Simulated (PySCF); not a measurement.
# Radial density of N²⁺ (nitrogen, charge +2)

r2SCANh, [He] 2s1 2p1 3d1, one real determinant (an excited configuration). Computed with PySCF 2.14 in aug-cc-pwCVDZ, with the non-relativistic Hamiltonian (point nucleus).

```json
{"r (bohr)": "0.00476", "4πr²ρ (e/bohr)": "0.05417", "4πr²(ρα − ρβ)": "0.0019"}
{"r (bohr)": "0.00801", "4πr²ρ (e/bohr)": "0.1471", "4πr²(ρα − ρβ)": "0.0051"}
{"r (bohr)": "0.0135", "4πr²ρ (e/bohr)": "0.3843", "4πr²(ρα − ρβ)": "0.0133"}
{"r (bohr)": "0.0227", "4πr²ρ (e/bohr)": "0.9583", "4πr²(ρα − ρβ)": "0.0332"}
{"r (bohr)": "0.0381", "4πr²ρ (e/bohr)": "2.185", "4πr²(ρα − ρβ)": "0.0752"}
{"r (bohr)": "0.0641", "4πr²ρ (e/bohr)": "4.320", "4πr²(ρα − ρβ)": "0.1461"}
{"r (bohr)": "0.108", "4πr²ρ (e/bohr)": "6.702", "4πr²(ρα − ρβ)": "0.2141"}
{"r (bohr)": "0.181", "4πr²ρ (e/bohr)": "7.012", "4πr²(ρα − ρβ)": "0.2041"}
{"r (bohr)": "0.305", "4πr²ρ (e/bohr)": "3.994", "4πr²(ρα − ρβ)": "0.2430"}
{"r (bohr)": "0.513", "4πr²ρ (e/bohr)": "1.657", "4πr²(ρα − ρβ)": "0.9378"}
{"r (bohr)": "0.863", "4πr²ρ (e/bohr)": "1.917", "4πr²(ρα − ρβ)": "1.8919"}
{"r (bohr)": "1.45", "4πr²ρ (e/bohr)": "1.273", "4πr²(ρα − ρβ)": "1.2732"}
{"r (bohr)": "2.44", "4πr²ρ (e/bohr)": "0.5530", "4πr²(ρα − ρβ)": "0.5530"}
{"r (bohr)": "4.11", "4πr²ρ (e/bohr)": "0.06624", "4πr²(ρα − ρβ)": "0.0662"}
{"r (bohr)": "6.91", "4πr²ρ (e/bohr)": "1.109e-05", "4πr²(ρα − ρβ)": "0.0000"}
```

⟨L²⟩ = 8.00 against 12 for a pure F term, so this real determinant mixes terms. The outer electron is Rydberg-like, and this basis confines it to a smaller radius and binds it less than a complete one would.
